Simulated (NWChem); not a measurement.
Species: C₆H₄; SMILES C#C/C=C/C#C

Results from NWChem. Medium grid unless said otherwise, to which SCAN and Minnesota functionals are sensitive. All runs use the structure optimised with PBE-D3(BJ)/def2-SVP. B3LYP is NWChem's, with the RPA form of VWN correlation.

Order these by “orbital gap (eV)”, lowest first: B3LYP/def2-SVP; CAM-B3LYP/def2-SVP; PBE/def2-SVP; LC-wPBE (HJS exchange hole, range parameter 0.4 per bohr)/def2-SVP.

PBE/def2-SVP (3.13), B3LYP/def2-SVP (4.53), CAM-B3LYP/def2-SVP (7.16), LC-wPBE (HJS exchange hole, range parameter 0.4 per bohr)/def2-SVP (9.47)
